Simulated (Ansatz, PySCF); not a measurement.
AlCl, SMILES [Cl][Al] (connectivity only; charge and spin as stated), neutral, multiplicity 1.

The structure is a stationary point at PBE0-D3(BJ)/def2-TZVPD.

Vertical ionisation energy (IE) and electron affinity (EA) in eV. Rows of orbital energies are one-electron estimates. Where ΔSCF, EOM or ADC give a negative EA the extra electron is unbound and the value depends on the basis.

```json
[
 {"level": "−ε(HOMO), −ε(LUMO), ωB97X/def2-TZVPD (PySCF)", "IE": "9.18", "EA": "-0.19"},
 {"level": "−ε(HOMO), −ε(LUMO), CAM-B3LYP/def2-TZVPD (PySCF)", "IE": "8.24", "EA": "0.70"},
 {"level": "−ε(HOMO), −ε(LUMO), PBE/def2-TZVPD (PySCF)", "IE": "6.09", "EA": "2.40"},
 {"level": "EOM-CCSD/aug-cc-pVDZ (PySCF)", "IE": "9.30", "EA": "-0.04"},
 {"level": "ΔSCF, CAM-B3LYP/def2-TZVPD (Ansatz), final states of multiplicity 2 and 2", "IE": "9.39", "EA": "-0.05"},
 {"level": "ΔSCF, PBE/def2-TZVPD (Ansatz), final states of multiplicity 2 and 2", "IE": "9.20", "EA": "0.01"}
]
```

Problem. What vertical singlet–triplet gap does ΔSCF give with CAM-B3LYP/def2-TZVPD (Ansatz, a program for electronic structure) and with PBE/def2-TZVPD (Ansatz)? (An estimate is asked for; the answer gives what the named calculation found.)

Solution. 3.04 and 2.86 eV (triplet above singlet where positive).
